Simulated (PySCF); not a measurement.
**CaI: input and log**

State: ²Σ⁺ (doublet), unpaired electrons σ ↑.

An equivalent input (the run itself took its basis sets from the Basis Set Exchange, started from a PBE0 density and held the occupation σ 11α 10β, πx 5α 5β, πy 5α 5β, δx 1α 1β, δy 1α 1β):

```python
from pyscf import gto, dft
mol = gto.M(atom='Ca 0 0 0; I 0 0 2.833', basis={'Ca': 'def2-TZVPP', 'I': 'def2-TZVPP'}, ecp={'I': 'def2-TZVPP'},
            charge=0, spin=1, verbose=4, symmetry='C2v')
mf = dft.UKS(mol, xc='BHANDHLYP')
mf.grids.atom_grid = (80, 434)
mf.grids.prune = dft.gen_grid.treutler_prune
mf.irrep_nelec = {'A1': (12, 11), 'A2': (1, 1), 'B1': (5, 5), 'B2': (5, 5)}
mf.conv_tol = 1e-9
mf.max_cycle = 60
mf.diis_space = 10
mf.kernel()
```

The log (some set-up lines and the per-cycle HOMO/LUMO lines removed):

```
******** <class 'pyscf.dft.uks_symm.SymAdaptedUKS'> ********
method = SymAdaptedUKS
damping factor = 0
level_shift factor = 0
DIIS = <class 'pyscf.scf.diis.CDIIS'>
diis_start_cycle = 1
diis_space = 10
diis_damp = 0
SCF conv_tol = 1e-09
SCF conv_tol_grad = None
SCF max_cycles = 60
number electrons alpha = 23  beta = 22
Set gradient conv threshold to 3.16228e-05
init E= -975.314979871748
cycle= 1 E= -975.315973461094  delta_E= -0.000994  |g|= 0.0161  |ddm|= 0.092
cycle= 2 E= -975.316022943607  delta_E= -4.95e-05  |g|= 0.0132  |ddm|= 0.0472
cycle= 3 E= -975.316091145617  delta_E= -6.82e-05  |g|= 0.00188  |ddm|= 0.0145
cycle= 4 E= -975.316093134314  delta_E= -1.99e-06  |g|= 0.000561  |ddm|= 0.00423
cycle= 5 E= -975.316093827049  delta_E= -6.93e-07  |g|= 0.000215  |ddm|= 0.00344
cycle= 6 E= -975.316093974349  delta_E= -1.47e-07  |g|= 8.36e-05  |ddm|= 0.00116
cycle= 7 E= -975.316094028121  delta_E= -5.38e-08  |g|= 3.37e-05  |ddm|= 0.000747
cycle= 8 E= -975.316094035449  delta_E= -7.33e-09  |g|= 9.23e-06  |ddm|= 0.000304
cycle= 9 E= -975.316094035941  delta_E= -4.92e-10  |g|= 2.76e-06  |ddm|= 9.95e-05
Extra cycle  E= -975.316094035958  delta_E= -1.64e-11  |g|= 1.46e-06  |ddm|= 8.76e-06
converged SCF energy = -975.316094035958  <S^2> = 0.75038115  2S+1 = 2.0003811
```

Repeating this along the bond gives Re = 2.853 Å and ωe = 234 cm⁻¹.

A point of this curve took 1.3 CPU seconds beside 0.9 for the integrals, on Intel Xeon Platinum 8488C (shared host).

Spin–orbit coupling is left out. The state is the lowest determinant that a PBE0 search found; another state may lie lower at other levels.
